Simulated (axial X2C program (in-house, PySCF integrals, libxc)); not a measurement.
# Bond lengths and stretching modes, held linear, of SCoS²⁺

Calculated with an in-house all-electron X2C program for linear molecules (integrals from PySCF): two-component X2C with atomic mean-field Coulomb and Gaunt terms, Gaussian nuclei, basis S dyall-av3z, Co dyall-v3z with contracted cores. Spin-free rows use the one-electron spin-free X2C Hamiltonian.

Masses S 31.972, Co 58.933, S 31.972 u. States: 2c Ω = 13/2 (beyond evenly filled blocks: ω = -1/2, 3 × ω = 3/2, ω = 5/2); spin-free M_S = 7/2, Λ = 3 (beyond evenly filled blocks: σα, 3 × π+α, π+β, 3 × π-α, δ+α, δ+β, δ-α).

B3LYP, 2c: energies above the lowest point

```
r(S–Co) (Å)  r(Co–S) (Å)  E (meV)
     2.2825       2.2825   130.50
     2.2825       2.3410    82.42
     2.2825       2.3995    61.63
     2.3410       2.2825    82.42
     2.3410       2.3410    36.55
     2.3410       2.3995    17.55
     2.3410       2.4581    20.21
     2.3995       2.2825    61.63
     2.3995       2.3410    17.55
     2.3995       2.3995     0.00
     2.4581       2.3410    20.21
     2.4581       2.4581     8.52
```

Question: Fit a quadratic surface with cubic terms in each bond: where is the minimum, and what are the two stretching wavenumbers?

Answer: At B3LYP, 2c: bonds 2.416 and 2.416 Å; harmonic stretches 231.9 and 311.4 cm⁻¹; force constants 0.944, 0.944 and coupling 0.07 mdyn/Å.

The other levels and Hamiltonians give:

| Hamiltonian | level | r(S–Co) (Å) | r(Co–S) (Å) | lower stretch (cm⁻¹) | upper stretch (cm⁻¹) |
| --- | --- | --- | --- | --- | --- |
| 2c | PBE0 | 2.394 | 2.394 | 241.7 | 330.3 |
| 2c | HF | 2.490 | 2.490 | 221.7 | 312.7 |
| 2c | MP2 | 2.407 | 2.407 | 245.9 | 349.2 |
| spin-free | PBE0 | 2.393 | 2.393 | 241.9 | 330.6 |
| spin-free | HF | 2.489 | 2.489 | 222.1 | 313.2 |
| spin-free | B3LYP | 2.415 | 2.415 | 232.1 | 311.6 |
| spin-free | MP2 | 2.406 | 2.406 | 246.1 | 349.6 |

Each state is one determinant, the lowest of a limited PBE0 search; the stretches come from a fit to these few points and carry an uncertainty of a few per cent. Other orders of the atoms were not compared. MP2 freezes inner shells (threshold -2 hartree). A multiply charged ion may be only metastable. The molecule was held linear; bending was not examined, so a bent shape may lie lower. Note: functional without a current term on a determinant with orbital currents, of the molecule or an atom. Note: several unpaired electrons, one determinant need not be a pure state.
